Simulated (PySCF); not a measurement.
## Ionisation energy of Br by level of theory

Br [Ar] 3d10 4s2 4p5 (2P) → Br⁺ [Ar] 3d10 4s2 4p4 (3P), as a difference of total energies. All numbers are calculated (PySCF 2.14, scalar relativity by spin-free X2C-1e, in aug-cc-pVTZ-DK (7s6p4d2f, 59 functions)). Correlated levels: valence: [Ar] 3d10 frozen. The calculations carry no spin-orbit coupling.

```tsv
method	ionisation energy (eV)
UHF	10.717
MP2 (valence)	11.570
SCS-MP2 (valence)	11.570
CCSD (valence)	11.570
CCSD(T) (valence)	11.614
```

Q: How much does correlation contribute at CCSD(T) (valence)?

A: 11.614 − (10.717) = 0.897 eV, measured against UHF.

Errors of the correlated levels include the incompleteness of this basis and the frozen core.

For comparison: 11.844 eV (measured; NIST levels, between the centres of gravity of the two terms).
